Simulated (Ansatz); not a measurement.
`[Cl][GeH2][SiH2]Br` + H₂ → `[SiH3][GeH2][Cl]` + HBr  (hydrogenolysis of the Si–Br bond)

Program: Ansatz. Geometries: PBE0-D4/def2-TZVP. ΔE: electronic, gas phase. CBS: MP2 limit from def2 TZ/QZ plus the TZ coupled-cluster correction, frozen cores. This one scheme is used for every species. DFT in def2-TZVPP. For Br, Ge outer-core shells are correlated without core-valence functions, which leaves a few kJ/mol of doubt a bond. Scalar relativity is left out up to krypton. Each species was taken in one conformer, which may not be the lowest.

| level | ΔE (kJ/mol) | difference from CCSD(T)/CBS |
| --- | --- | --- |
| LDA (SPW92) | 60.5 | -9.0 |
| PBE-D4 | 67.8 | -1.7 |
| BLYP-D4 | 66.5 | -3.0 |
| r2SCAN-D4 | 70.2 | 0.7 |
| CAM-B3LYP-D4 | 60.0 | -9.5 |
| ωB97X-V | 64.4 | -5.1 |
| PBE | 61.9 | -7.6 |
| BLYP | 54.7 | -14.8 |
| r2SCANh | 68.3 | -1.2 |
| CAM-B3LYP | 54.1 | -15.4 |
| RPA@PBE/def2-TZVPP | 56.9 | -12.6 |
| MP2/def2-SVP | 56.9 | -12.6 |
| MP2/def2-TZVPP | 73.4 | 3.9 |
| SCS-MP2/def2-TZVPP | 66.4 | -3.1 |
| CCSD/def2-TZVPP | 58.2 | -11.3 |
| HF/CBS(def2) | 51.9 | -17.6 |
| CCSD(T)/CBS | 69.5 | 0 |

Largest T1 diagnostic among the species: 0.011.

In def2-TZVPP, CCSD(T) changes the Hartree–Fock value by +9.4 kJ/mol (the triples alone add +3.5 kJ/mol) and MP2 by +21.2 kJ/mol. Leaving LDA and LC-ωPBE aside and taking each functional with its dispersion term where it has one, the values, not all of them listed here, spread over 10.6 kJ/mol, from CAM-B3LYP-D4 to revPBE-D4. The D4 term adds +9.9 kJ/mol with B3LYP and +5.4 kJ/mol with PBE0; it sums over pairs of atoms, weighted by their polarisabilities, and B3LYP, whose exchange is more repulsive, gets the larger term.

B3LYP here is the variant with VWN-RPA as its local correlation; programs differ in this.
